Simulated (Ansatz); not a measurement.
`O[SiH2]CC[SiH3]` + `SS` → `O[SiH2]SS` + `CC[SiH3]`  (ligand exchange at the Si–C bond)

Computed with Ansatz on PBE0-D4/def2-TZVP structures; ΔE is electronic, products minus reactants. CBS: MP2 limit from def2 TZ/QZ plus the TZ coupled-cluster correction, frozen cores. This one scheme is used for every species. Functionals use def2-TZVPP. One conformer a species, not always the lowest.

```tsv
species	r2SCAN energy (Eh)
`O[SiH2]CC[SiH3]`	-736.42231
`SS`	-797.55472
`O[SiH2]SS`	-1163.53586
`CC[SiH3]`	-370.47125
```

Q: Work out ΔE.

A: ΔE = (-1163.53586) + (-370.47125) − (-736.42231) − (-797.55472) = -0.03008 Eh = -79.0 kJ/mol. CCSD(T)/CBS gives -75.6 kJ/mol.

Q: What do rigid-rotor, harmonic-oscillator terms from PBE0-D4/def2-TZVP frequencies (298.15 K, 1 bar) make of the CCSD(T)/CBS value? (An estimate is asked.)

A: Ansatz gave: ΔZPE = +7.1 kJ/mol, ΔH = -68.2 kJ/mol, ΔS = 12 J/(mol·K), ΔG = -71.7 kJ/mol.

Largest T1 diagnostic among the species: 0.012.

At CCSD(T), def2-SVP lies +5.7 kJ/mol from the extrapolated value and def2-TZVPP +2.6 kJ/mol. Leaving LDA and LC-ωPBE aside and taking each functional with its dispersion term where it has one, the values, not all of them listed here, spread over 7.0 kJ/mol, from PBE-QIDH to CAM-B3LYP-D4. LDA lies +6.4 kJ/mol from PBE without D4.
